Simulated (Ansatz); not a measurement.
Cd7S6Cl2, a halide-capped nanocrystal cut from wurtzite CdS (2 Cl on the cations). Charge 0, multiplicity 3. Geometry r2SCAN-D4/def2-SVP, that of the neutral singlet; atoms count from 1.

```xyz
15

S     0.259    3.292   -3.782
Cd    0.763    3.511   -1.463
S     0.070    1.205   -0.359
Cd    1.139    2.031    1.764
S     1.672    0.996    3.824
Cd   -0.019    0.998   -3.271
S     0.144   -1.446   -3.180
Cd    0.912   -1.102   -0.705
S     0.980   -2.737    1.095
Cd    0.786   -1.048    2.964
Cd   -1.815   -2.201   -2.001
S    -3.319   -3.008   -0.425
Cd   -1.573   -2.819    1.234
Cl    1.545    4.378    0.690
Cl   -1.543   -2.048    3.614
```

In the def2 sets Cd takes a core potential; there is no spin–orbit coupling. Single mean-field runs in def2-TZVP are fitted with def2-universal-jkfit. At PBE0-D4/def2-TZVP a singlet of charge 0 lies 3.28 eV below the triplet at the same geometry.

(1) Estimate the Mulliken populations from the PBE0/def2-TZVP orbitals of Ansatz.

(2) Where does the spin sit?

(3) And the Mayer bond orders between heavy atoms (over 0.3)?

Results:

(1) 
```csv
atom,charge (e),spin (α − β),d electrons
S1,-0.60,0.01,–
Cd2,0.68,0.00,10.02
S3,-0.81,0.01,–
Cd4,0.68,0.00,10.01
S5,-0.61,0.01,–
Cd6,0.63,0.03,10.00
S7,-0.57,0.13,–
Cd8,0.67,0.08,10.01
S9,-0.63,0.04,–
Cd10,0.69,0.00,10.01
Cd11,0.34,0.46,9.98
S12,-0.20,1.05,–
Cd13,0.58,0.15,10.01
Cl14,-0.42,0.00,–
Cl15,-0.44,0.02,–
```
Mulliken values depend strongly on the basis.

(2) Summed by element: S 1.25, Cd 0.73, Cl 0.02, of 2 unpaired in all. Largest on single atoms: S12 1.05, Cd11 0.46, Cd13 0.15.

(3) S1–Cd2 0.97 (2.38 Å); S1–Cd6 0.97 (2.37 Å); Cd2–S3 0.39 (2.65 Å); Cd2–Cl14 0.56 (2.45 Å); S3–Cd4 0.56 (2.52 Å); S3–Cd8 0.59 (2.48 Å); Cd4–S5 0.99 (2.37 Å); Cd4–Cl14 0.38 (2.61 Å); S5–Cd10 0.96 (2.39 Å); Cd6–S7 0.69 (2.45 Å); S7–Cd8 0.54 (2.61 Å); S7–Cd11 0.69 (2.41 Å); Cd8–S9 0.70 (2.43 Å); S9–Cd10 0.59 (2.53 Å); S9–Cd13 0.63 (2.56 Å); Cd10–Cl15 0.36 (2.62 Å); Cd11–S12 0.60 (2.32 Å); S12–Cd13 0.65 (2.42 Å); Cd13–Cl15 0.53 (2.50 Å).
